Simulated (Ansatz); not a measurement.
C₃H₅, doublet, at a GFN2-xTB geometry. Base run: PBE0/def2-SVP (Ansatz, a quantum-chemistry and plane-wave program).

Input for Ansatz:
Ansatz 0.2 input:
```yaml
crystal:
  periodic: [false, false, false]
  atoms:
    - {symbol: C, position_ang: [1.32517045, 0.17996425, -0.00948946]}
    - {symbol: C, position_ang: [0.06095864, 0.44136230, -0.01602886]}
    - {symbol: H, position_ang: [2.25652235, 0.69360547, -0.03009773]}
    - {symbol: H, position_ang: [-0.31124892, 1.47566041, -0.05242127]}
    - {symbol: C, position_ang: [-1.04589578, -0.57280156, 0.02299841]}
    - {symbol: H, position_ang: [-0.64250733, -1.58055333, 0.05836424]}
    - {symbol: H, position_ang: [-1.67008190, -0.40821458, 0.90058097]}
    - {symbol: H, position_ang: [-1.67408412, -0.47164793, -0.86130678]}
basis:
  gaussian:
    orbitals: def2-SVP
hamiltonian:
  xc: pbe0
magnetization: {spin_polarized: true, initial_magnetization: 1}
```

Each row names what was changed in the base input (with any setting that the change needs).

```csv
change,basis functions,E (Eh)
base,67,-116.98421
basis = cc-pVDZ-DK; relativity = spin-free X2C; nucleus = Gaussian,67,-117.11974
basis = jorge-DZP-DKH; relativity = spin-free X2C; nucleus = Gaussian,70,-117.11963
basis = jorge-DZP-DKH; relativity = none,70,-117.07381
basis = x2c-SVPall; relativity = spin-free X2C; nucleus = Gaussian,67,-117.02867
basis = cc-pVDZ-DK; relativity = spin-free X2C,67,-117.11975
basis = x2c-SVPall; relativity = none,67,-116.98511
basis = x2c-SVPall; relativity = spin-free X2C,67,-117.02868
basis = jorge-DZP-DKH; relativity = spin-free X2C,70,-117.11964
basis = cc-pVDZ-DK; relativity = none,67,-117.07313
```

Absolute energies of different levels of theory aren't comparable as measures of quality.

Ansatz warned in this series: the basis is contracted for relativity, which the run leaves out.

Basis sets contracted for a relativistic Hamiltonian are a mismatch without it, so the rows without relativity aren't non-relativistic limits. No row has spin-orbit coupling; sets with core potentials leave out the core electrons.
